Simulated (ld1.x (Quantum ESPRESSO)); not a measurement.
**What one change does to a pseudopotential (Bi, TM semilocal)**

```
Element                 : bismuth
Generator               : ld1.x (Quantum ESPRESSO) 7.5
Type                    : norm-conserving Troullier–Martins (semilocal form)
Functional              : PBE
Relativity              : scalar-relativistic
Frozen core             : [Xe] 4f14 5d10
Valence charge          : 5
Reference configuration : 6s2 6p3
Partial waves           : 6p (bound): rc 2.60 bohr; 6s (bound): rc 1.95 bohr
Local potential         : the s channel
Core correction         : Bessel-smoothed model core inside 1.40 bohr
```

Change: wave 6s (bound): rc 1.95 bohr becomes 6s (bound): rc 2.58 bohr.

Cutoffs: the cutoffs (Ry, on a coarse ladder) from which the occupation-weighted sum of valence levels, in a spherical-Bessel basis at the reference potential, stays within 10 and 1 mRy of its value at 400 Ry; they do not see the model core or the augmentation charge, which bear on the density cutoff. Errors are all-electron minus pseudo energies relative to the spin-unpolarised reference configuration.

Task: Predict the effect on cutoff, ghosts and configuration errors.

Result: The potential gets softer (25 Ry and 40 Ry → 18 Ry and 25 Ry); of the 7 tests that both files solve, the error grows in 1 and shrinks in 0 by more than 15 % and 0.3 meV (median size 31.8 → 55.8 meV); neither file shows a bound ghost. A larger radius leaves more room for a smooth pseudo-wave, so fewer plane waves are needed. A semilocal file is local in each channel, so a ghost entry of none says nothing of the separable form that plane-wave codes build from it.

```tsv
quantity	base	changed
cutoff, loose	25 Ry	18 Ry
cutoff, tight	40 Ry	25 Ry
loose cutoff by channel (10 mRy a level)	p 8 Ry, s 21 Ry	p 8 Ry, s 10 Ry
bound ghosts	none	none
error for 6s2 6p2, meV [ΔE 7.91 eV]	-12	-11
error for 6s2 6p1, meV [ΔE 23.16 eV]	-77	-68
error for 6s2 6p0, meV [ΔE 46.50 eV]	-266	-231
error for 6s2 6p3.3, meV [ΔE -1.09 eV]	+0.3	+0.4
error for 6s1 6p4, meV [ΔE 10.08 eV]	-32	-56
error for 6s2 6p2.5, meV [ΔE 3.10 eV]	-2.9	-2.7
error for 6s1 6p0, meV [ΔE 91.91 eV]	-868	-862
s: phases at 2.86 bohr within 0.05 rad from the reference energy up to (Ry; the scan ends near 5)	1.8	0.8
p: phases at 2.86 bohr within 0.05 rad from the reference energy up to (Ry; the scan ends near 5)	2.6	2.6
```
